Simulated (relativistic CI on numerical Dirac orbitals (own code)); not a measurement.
Hyperfine structure of Ta4+, mass number 181

Computed by Dirac-Coulomb-Breit CI, orbitals from a KLI potential per configuration, model QED, valence Slater integrals scaled by 0.85, P86 correlation energy added to each configuration (own radial code, finite nucleus).

Configuration list (outside the closed core [Kr] 4d10 5s2): 4f¹⁴5p⁶5d, 4f¹⁴5p⁶6s, 4f¹⁴5p⁶6p, 4f¹⁴5p⁶5f, 4f¹⁴5p⁶5g, 4f¹⁴5p⁶7s, 4f¹⁴5p⁵5d², 4f¹⁴5p⁶6d, 4f¹³5p⁶5d², 4f¹⁴5p⁶7p, 4f¹⁴5p⁶7d, 4f¹⁴5p⁶6f, 4f¹³5p⁶5d6s, 4f¹⁴5p⁶7f. Double excitations out of closed p, d and f shells are left out; levels of such configurations are missing from the list, as are those of other unlisted configurations, and high levels can miss mixing partners.

Nuclear spin I = 7/2, μ = 2.365 μN, Q = 3.17 b (tables of Stone and Pyykkö). The electronic factors are computed for point nuclear moments, without core polarisation; leaving it out makes A of s and p electrons in near-neutral atoms 20 to 40 % too small, and it can dominate for d and f shells.

```tsv
Level	E (cm⁻¹)	A (MHz)	B (MHz)
4f¹⁴5p⁶5d ²D3/2	0.0	917.6	2950
4f¹⁴5p⁶5d ²D5/2	5903.0	356.2	3510
4f¹⁴5p⁶6s ²S1/2	51794.3	24030	
4f¹⁴5p⁶6p ²P°1/2	107911.6	5923	
4f¹⁴5p⁶6p ²P°3/2	120490.3	690.1	6340
4f¹⁴5p⁶6d ²D3/2	198652.2	212.2	682
4f¹⁴5p⁶6d ²D5/2	200543.2	85.08	838
4f¹³5p⁶5d² ⁴F°9/2	203841.4	663.7	-574
```

Levels with J = 0, under 50 % of one LS term, or S terms without an open s electron are left out. Small factors come from cancelling terms and can be off by tens of per cent or more.

At this charge configurations can still be misplaced by up to about 7 % of their energy. Levels and lines within the n = 5 or 6 shells can be off by up to 10 % or somewhat more, and those that change n by about 2 %, since core polarisation is missing. Levels that differ in their count of f electrons can be misplaced by several ten thousand cm⁻¹, since the correlation energy of f electrons is missing or only estimated; rates across such gaps can be off by orders of magnitude.

Give the hyperfine levels of 4f¹⁴5p⁶5d ²D3/2 relative to its centre of gravity.

With K = F(F + 1) − I(I + 1) − J(J + 1), E = AK/2 + B[¾K(K + 1) − I(I + 1)J(J + 1)]/[2I(2I − 1)J(2J − 1)]: F = 2: -4615, F = 3: -3967, F = 4: -1139, F = 5: 5554 MHz.

LS names give the leading component of a level, which can be under half, so a name can repeat, a term be missing and a line seem to break the LS rules.
